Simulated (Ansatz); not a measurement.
Coupled-cluster run, C$_{5}$H$_{10}$N$_{2}$ (`C/N=C/C=C/NC`).

```yaml
crystal:
  periodic: [false, false, false]
  atoms:
    - {symbol: C, position_ang: [0.262344, -3.307269, -1.271101]}
    - {symbol: N, position_ang: [0.523229, -1.899817, -1.174752]}
    - {symbol: C, position_ang: [-0.061308, -1.253912, -0.250994]}
    - {symbol: C, position_ang: [0.107758, 0.158854, -0.044321]}
    - {symbol: C, position_ang: [-0.539949, 0.792150, 0.954949]}
    - {symbol: N, position_ang: [-0.437725, 2.103253, 1.281313]}
    - {symbol: C, position_ang: [0.299039, 3.031389, 0.470716]}
    - {symbol: H, position_ang: [-0.146392, -3.541750, -2.259569]}
    - {symbol: H, position_ang: [-0.438107, -3.681078, -0.507099]}
    - {symbol: H, position_ang: [1.200493, -3.865061, -1.182896]}
    - {symbol: H, position_ang: [-0.745041, -1.764750, 0.451014]}
    - {symbol: H, position_ang: [0.774101, 0.682465, -0.719594]}
    - {symbol: H, position_ang: [-1.202821, 0.222708, 1.601403]}
    - {symbol: H, position_ang: [-1.122535, 2.475883, 1.911571]}
    - {symbol: H, position_ang: [0.239167, 4.024894, 0.913405]}
    - {symbol: H, position_ang: [1.353288, 2.743038, 0.422566]}
    - {symbol: H, position_ang: [-0.084643, 3.078700, -0.556407]}
basis:
  gaussian: {orbitals: def2-SVP}
correlation: {method: ccsd_t}
```

```sh
$ ansatz run in.yaml --threads 8 --pin off --events-out ev --progress --plain --max-ram 20889MiB
```

Output of Ansatz, abridged:

```
Functional definition: HF
1530 factors; integrals over basis functions are off by at most 1.5e-3 eV
mean field evaluation 1: about -8262.3788 eV, gradient 3.7e1 eV
mean field evaluation 2: about -8262.3895 eV, gradient 3.7e1 eV
mean field evaluation 4: about -8266.5266 eV, gradient 6.2e0 eV
mean field evaluation 8: about -8266.6502 eV, gradient 2.4e-1 eV
mean field evaluation 16: about -8266.6287 eV, gradient 1.7e0 eV
mean field -8266.65066094 eV, -303.7938084525 hartree, gradient 1.5e-6 eV, S^2 0.000000; 0 other end points of the search recorded, 0 dependent functions left out; unrestricted orbitals would lower it
7 core orbitals not correlated: weight in the atoms' cores, before any rotation towards them, 1.000 or more for the frozen orbitals, at most 0.000 for the correlated occupied ones
reference -8266.65066094 eV, -303.7938084525 hartree; 20, 20 occupied and 121, 121 virtual orbitals, 1530 factors
second order -27.57167957 eV of doubles, -0.00000000 eV of singles
cycle   1  -28.43637972 eV  change   -8.6e-1 eV  update   1.2e-1
cycle   2  -29.18658573 eV  change   -7.5e-1 eV  update   3.9e-2
cycle   3  -29.38736540 eV  change   -2.0e-1 eV  update   2.1e-2
cycle   4  -29.38858231 eV  change   -1.2e-3 eV  update   5.8e-3
cycle   5  -29.38617770 eV  change    2.4e-3 eV  update   2.7e-3
cycle   6  -29.38675429 eV  change   -5.8e-4 eV  update   9.2e-4
cycle   7  -29.38626288 eV  change    4.9e-4 eV  update   3.2e-4
cycle   8  -29.38613065 eV  change    1.3e-4 eV  update   1.3e-4
cycle   9  -29.38615510 eV  change   -2.4e-5 eV  update   4.0e-5
perturbative correction -1.04192665 eV, -0.0382900981 hartree
Total energy: -8297.07874269 eV, -304.9120198319 hartree
```

Run time 5.5 s (8 threads of an Intel Xeon 6975P-C on a shared host); peak host memory 1.5 GiB.

The correlation energy is -30.428 eV, 3.4 % of it from (T); the T1 diagnostic reads 0.0124.
